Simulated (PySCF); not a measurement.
# Structure elucidation problem

The spectra below were simulated for a compound C5H11FOSi.

¹H NMR (400 MHz, computed): δ 5.86 (m, 1H), 5.19 (m, 2H), 3.98 (s, 2H), 3.63 (s, 3H), 1.92 (s, 3H).

¹³C{¹H} NMR (computed): δ 164.4 (C), 127.4 (CH), 79.2 (CH2), 60.0 (CH3), 25.8 (CH3).

Theoretical values (PySCF): geometry: GFN2-xTB, σ from GIAO-PBE0/pcSseg-1. No relativistic terms, averaged over atoms made equivalent by symmetry, fast rotation or ring inversion, gas phase, one conformer.

Shifts are taken against calculated references (same method and geometry level): ¹H (σ = 31.72 ppm), ¹³C (σ = 186.93 ppm) against TMS.

Q: Which candidate is it?
A. C[C@@H]1COC[C@@H](F)[SiH2]1
B. COC/C(C)=C\[SiH2]F
C. CCO/C(C)=C\[SiH2]F
D. CO[Si@H]1C[C@@](C)(F)C1
E. C[C@@H]([SiH3])[C@@](C)(F)C=O
F. CO[SiH2]/C(C)=C/CF

A: B. 

Rings plus π bonds: 1 (no ring in the answer). 5 carbon signals for 5 carbons: no two carbons are equivalent. Carbon types of the structure: 1 × C, 1 × CH, 1 × CH2, 2 × CH3, leaving 2 H on heteroatoms. δC 164.4: fully substituted alkene carbon; the olefinic region. δC 127.4: alkene CH; the olefinic region. δC 79.2: allylic sp3 CH2 bonded to O; deshielded by the electronegative neighbour. δH 3.98: hydrogen on an allylic sp3 CH2 bonded to O; its carbon carries O, hence the downfield position. δH 3.63: hydrogen on a methyl carbon bonded to O; its carbon carries O, which withdraws density.

The others: C[C@@H]([SiH3])[C@@](C)(F)C=O has carbons computed at 216.1, 105.2, 24.5, 18.2, 14.3, with a different DEPT pattern; CO[Si@H]1C[C@@](C)(F)C1 would give 4 carbon signals, not 5; CCO/C(C)=C\[SiH2]F has carbons computed at 174.4, 98.5, 65.2, 20.7, 17.5; C[C@@H]1COC[C@@H](F)[SiH2]1 would give 9 signals for carbon-bound and other non-exchanging H, not 5; CO[SiH2]/C(C)=C/CF has carbons computed at 153.8, 133.9, 86.8, 53.3, 14.4.

Splittings by ¹⁹F in the carbon and heteronuclear signals aren't shown, as no couplings were computed. Shifts are as computed. Against solution values, carbons near 30 ppm lie about +3 ppm off and those near 130 ppm about +5 ppm. Of 1309 compounds with measured shifts, 239 miss one by over three times the rms of a fit or turn the order of signals round; such compounds aren't used in these exercises. Multiplicities follow the n + 1 count of equivalent neighbours, as no J values were calculated; m marks all less simple cases, F and P coupling included.
